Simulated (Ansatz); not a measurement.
```yaml
crystal:
  periodic: [false, false, false]
  atoms:
    - {symbol: C, position_ang: [-2.057901, 0.110748, 1.371379]}
    - {symbol: N, position_ang: [-1.346676, 0.024413, 0.741284]}
    - {symbol: Al, position_ang: [-0.363435, -0.276084, 0.214318]}
    - {symbol: O, position_ang: [0.365130, 0.698133, -0.152508]}
    - {symbol: B, position_ang: [0.823448, 0.011782, -0.475164]}
    - {symbol: C, position_ang: [1.479766, -0.187636, -0.950752]}
    - {symbol: H, position_ang: [-2.366101, 0.209837, 0.883815]}
    - {symbol: H, position_ang: [-1.760519, 0.116502, 2.120121]}
    - {symbol: H, position_ang: [1.870790, -0.719429, -0.740531]}
    - {symbol: H, position_ang: [2.105090, 0.428323, -1.304237]}
    - {symbol: H, position_ang: [1.283253, -0.575513, -1.799537]}
basis:
  gaussian: {orbitals: aug-cc-pVDZ}
hamiltonian: {xc: {name: PBE0-DH}, pseudopotentials: {relativity: scalar}}
```

```sh
$ ansatz run in.yaml --threads 4 --pin off --events-out ev --progress --plain --max-ram 10444MiB
```

Output, abridged:

```
Functional definition: PBE0-DH
1836 factors; integrals over basis functions are off by at most 2.5e-4 eV
mean field evaluation 1: about -12820.7598 eV, gradient 1.4e2 eV
mean field evaluation 2: about -12820.9421 eV, gradient 1.4e2 eV
mean field evaluation 4: about -12857.3754 eV, gradient 3.9e1 eV
mean field evaluation 8: about -12861.5590 eV, gradient 5.4e-1 eV
mean field evaluation 16: about -12861.5770 eV, gradient 8.9e-4 eV
mean field -12861.57703287 eV, -472.6542380678 hartree, gradient 7.2e-6 eV, S^2 0.000000; 0 other end points of the search recorded, 0 dependent functions left out
10 core orbitals not correlated: weight in the atoms' cores, before any rotation towards them, 0.993 or more for the frozen orbitals, at most 0.004 for the correlated occupied ones
reference -12861.57708186 eV, -472.6542398685 hartree; 15, 15 occupied and 162, 162 virtual orbitals, 1836 factors
second order -24.31832618 eV of doubles, -0.00000000 eV of singles
Total energy: -12864.61687264 eV, -472.7659501189 hartree
Relativity: scalar
```

(1) Something in this input is off. What?

Results:

(1) The geometry is squeezed to about two thirds of its size. Self-consistency was reached. The result belongs to that input, not to the molecule as meant.
